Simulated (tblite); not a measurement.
Species: Si₅H₁₂.
SMILES: `[SiH3][Si]([SiH3])([SiH3])[SiH3]`

Level: GFN2-xTB in tblite, geometry and Hessian alike; calculated harmonic values, unscaled, isolated species. Errors from tens to a few hundred cm⁻¹ against measured bands are possible. Modes of hydrogen on silicon can be 10 to 20 % off.

Harmonic wavenumbers (cm⁻¹): 36.7, 40.5, 43.6, 52.8, 78.4, 78.4, 102.5, 102.7, 102.7, 305.6, 376.7, 377.1, 377.2, 387.8, 388.1, 388.3, 398.6, 398.8, 483.0, 483.3, 483.7, 752.1, 752.4, 752.4, 813.5, 814.3, 814.4, 814.5, 822.3, 822.4, 833.9, 833.9, 834.1, 2221.5, 2221.7, 2221.9, 2226.9, 2227.0, 2230.3, 2231.0, 2231.2, 2236.5, 2243.1, 2243.2, 2243.6.

A = 1027, B = 1026, C = 1025 MHz; mass 151.979 u (most abundant isotopes); point group Td, symmetry number 12.

Question: Zero-point energy?

Answer: Half the sum of the wavenumbers: 20962 cm⁻¹ = 250.76 kJ/mol.

Question: Entropy at 298.15 K, 1 bar (ideal gas, RRHO, classical rotation)?

Answer: Translation 171.51, rotation 105.18, vibration 220.07: S = 496.8 J/(mol K).

Question: And Cp and H(298.15 K) − H(0)?

Answer: Cp = 213.12 J/(mol K), of which vibrations give 179.86 (their classical limit is 45 R = 374.2); H(298.15 K) − H(0) = 40.83 kJ/mol without the zero-point energy, 30.92 from vibrations.

Question: How do the functions run with temperature in this model?

Answer: 
```csv
T (K),S (J/(mol K)),Cp (J/(mol K)),H − H(0) (kJ/mol),G − H(0) (kJ/mol),ln q(vib)
150,376.3,140.8,14.24,-42.21,7.31
250,461.0,193.1,31.04,-84.21,11.94
400,564.2,245.3,64.28,-161.39,18.07
600,672.2,287.6,117.86,-285.48,25.15
900,797.4,329.3,210.89,-506.77,34.02
```

q(vib) and H(0) count from the zero-point level.

Question: Which modes carry the vibrational entropy at 298.15 K?

Answer: 36.7 cm⁻¹: 22.72; 40.5 cm⁻¹: 21.90; 43.6 cm⁻¹: 21.29; 52.8 cm⁻¹: 19.71; 78.4 cm⁻¹: 16.45; 78.4 cm⁻¹: 16.45 J/(mol K); the other 39 give 101.57 together.

Question: What must be added to the electronic energy to get the Gibbs energy at 298.15 K and 1 bar?

Answer: ZPE + [H(298.15 K) − H(0)] − T·S = 250.76 + 40.83 − 148.11 = 143.48 kJ/mol.

Hindered rotation and anharmonicity are outside this model.
